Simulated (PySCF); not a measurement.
Compound: C7H10OSi.
Structure used (PBE0-D3(BJ)/def2-SVP), in Å, numbered top down from 1:
```xyz
19
C7H10OSi angstrom
C     -3.1810    0.0983    0.4260
C     -2.6959   -0.4314   -0.7307
O     -1.3449   -0.4151   -0.7214
C     -0.9381    0.1324    0.4511
C      0.5129    0.2283    0.6755
C      1.3851    0.9058   -0.4251
C      2.7271    0.1523   -0.2510
Si     1.7265   -1.2506    0.5363
C     -2.0343    0.4706    1.1969
H     -4.2284    0.2156    0.6953
H     -3.1656   -0.8428   -1.6201
H      0.6879    0.7156    1.6480
H      0.9485    0.6738   -1.4095
H      1.4410    2.0043   -0.3429
H      3.3726    0.6408    0.4967
H      3.3143   -0.0077   -1.1653
H      1.2778   -2.2997   -0.4269
H      2.2167   -1.9071    1.7891
H     -2.0194    0.9333    2.1813
```

Level: wB97X-D/def2-SVPD in PySCF, non-relativistic, on one gas-phase PBE0-D3(BJ)/def2-SVP geometry that isn't relaxed in the solvent. The solvent is an IEF-PCM continuum (Bondi radii, 1.10 Å for H, scaled by 1.2), and excitations are vertical TDDFT with non-equilibrium linear response and a frozen core. Only the electrostatic response of the medium enters.

Gas-phase singlets (H = HOMO, L = LUMO):

```json
{"state": "S1", "E (eV)": "5.732", "λ (nm)": "216", "f": "0.333", "leading configuration": "H→L 77%"}
{"state": "S2", "E (eV)": "6.008", "λ (nm)": "206", "f": "0.034", "leading configuration": "H→L+1 69%"}
{"state": "S3", "E (eV)": "6.500", "λ (nm)": "191", "f": "0.015", "leading configuration": "H→L+2 60%"}
{"state": "S4", "E (eV)": "6.815", "λ (nm)": "182", "f": "0.015", "leading configuration": "H→L+3 59%"}
{"state": "S5", "E (eV)": "6.835", "λ (nm)": "181", "f": "0.020", "leading configuration": "H→L+9 19%"}
```

**Question.** Give the list for chloroform (ε = 4.711), n² = 2.09.

**Answer.** 
```tsv
state	E (eV)	λ (nm)	f	leading configuration	change by rank (eV)
S1	5.622	221	0.418	H→L 80%	-0.110
S2	5.997	207	0.021	H→L+1 75%	-0.011
S3	6.559	189	0.028	H→L+2 60%	+0.059
S4	6.837	181	0.028	H→L+6 24%	+0.022
S5	6.916	179	0.030	H→L+3 77%	+0.081
```

**Question.** How do the frontier levels move from gas to chloroform?

**Answer.** 
```
orbital  gas (eV)  solvent (eV)  change (eV)                   Löwdin shares, gas              Löwdin shares, solvent
 LUMO+2      2.23          2.31        +0.08   Si8 27 %, H12 8 %, C6 7 %, H18 7 %   Si8 28 %, C6 8 %, H18 7 %, C7 7 %
 LUMO+1      2.10          2.11        +0.01    Si8 16 %, O3 10 %, C7 9 %, C2 9 %    Si8 20 %, O3 9 %, C7 9 %, C4 8 %
   LUMO      1.78          1.79        +0.01   Si8 26 %, C4 10 %, H18 8 %, C5 8 %  Si8 21 %, C4 12 %, C2 10 %, O3 8 %
   HOMO     -7.84         -7.87        -0.03   C2 23 %, C4 20 %, C9 16 %, C1 12 %  C2 22 %, C4 20 %, C9 16 %, C1 12 %
 HOMO-1     -9.79         -9.84        -0.05   C1 29 %, C9 22 %, O3 21 %, C2 10 %   C1 23 %, C9 16 %, O3 14 %, C2 8 %
 HOMO-2    -10.05         -9.98        +0.07  C7 32 %, Si8 20 %, C6 14 %, H14 6 %  C7 26 %, Si8 15 %, C6 10 %, C9 9 %
 HOMO-3    -10.52        -10.45        +0.07   C5 28 %, Si8 16 %, C7 13 %, C4 9 %  C5 27 %, Si8 15 %, C7 12 %, C4 9 %
```

The HOMO–LUMO gap goes from 9.62 to 9.67 eV. Rows go by rank; for LUMO and LUMO+1 the atom shares or the degeneracy differ between the runs, so the row needn't follow one orbital.
